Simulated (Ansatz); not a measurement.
This geometry of CH₉GeNOSi (14 atoms, charge 0, multiplicity 1) is a first-order saddle point.

These are results of RKS PBE/def2-SVP in Ansatz, not measurements.

```xyz
14
Properties=species:S:1:pos:R:3
N -1.339 0.176 0.354
C -0.026 -0.267 0.654
Ge 1.047 1.162 1.556
O 0.754 -0.683 -0.490
Si -0.011 -1.058 -1.952
H -2.147 -0.430 0.477
H -1.516 1.121 0.019
H -0.103 -1.138 1.344
H 0.482 1.436 2.978
H 0.887 2.450 0.699
H 2.547 0.788 1.653
H -1.065 -2.129 -1.809
H 1.106 -1.583 -2.805
H -0.628 0.126 -2.649
```

(1) Which two structures does it join? (They come from a converged band through this point; their orientation in space is the band's.)

(2) How far does it lie above each of them?

## Answers

(1) No bond is made or broken. The height of N1 over the plane of its neighbours goes from -0.35 to 0.32 Å.

Initial state:

```xyz
14
Properties=species:S:1:pos:R:3
N -1.480 0.751 0.475
C -0.242 0.038 0.482
Ge 1.060 0.974 1.675
O 0.416 -0.081 -0.807
Si 0.087 -1.318 -1.904
H -2.219 0.263 -0.049
H -1.373 1.689 0.070
H -0.430 -0.980 0.898
H 0.576 0.935 3.149
H 1.147 2.450 1.202
H 2.458 0.313 1.569
H 0.311 -2.671 -1.273
H 1.018 -1.119 -3.061
H -1.341 -1.273 -2.397
```

Final state:

```xyz
14
Properties=species:S:1:pos:R:3
N -1.346 0.172 0.164
C -0.016 -0.244 0.564
Ge 1.021 1.129 1.597
O 0.768 -0.554 -0.579
Si -0.023 -1.112 -1.983
H -2.076 -0.086 0.835
H -1.423 1.174 -0.050
H -0.135 -1.154 1.199
H 0.313 1.399 2.957
H 0.987 2.438 0.759
H 2.491 0.711 1.858
H -0.940 -2.276 -1.713
H 1.126 -1.581 -2.830
H -0.758 -0.047 -2.749
```

(2) 0.068 eV above the first and 0.064 eV above the second. This is the barrier of this one path; another mechanism may lie lower.

Run time: 5.7 min on 2 threads of Arm Neoverse V1 (shared host), peak memory 0.2 GiB.
